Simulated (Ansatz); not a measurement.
BH5SiZn. Charge 0, multiplicity 1. For Zn the d shell is correlated and the shells below it are frozen. Scalar relativity is left out up to krypton. The bonds changed during the relaxation, so this is another structure than the one it started from.

Cartesian coordinates in Å:
```
B 0.255 -0.746 0.666
Si 0.115 0.612 -0.810
Zn -1.642 -0.380 1.779
H -0.011 -1.899 0.446
H 0.947 -0.519 1.625
H 1.335 0.493 -1.668
H 0.063 2.024 -0.332
H -1.061 0.415 -1.707
```

**Question.** Give the diagnostics of a CCSD(T)/def2-TZVPP run (frozen core, the Gaussian-basis code of Ansatz). (An estimate is asked.)

**Answer.** Ansatz gave: T1 = 0.0156, largest single amplitude 0.030, largest double 0.114, (T) share of the correlation energy 3.4 %, 10 CCSD cycles. The RHF solution is unstable towards an unrestricted one. T1 lies under the customary mark of 0.02 for closed shells.
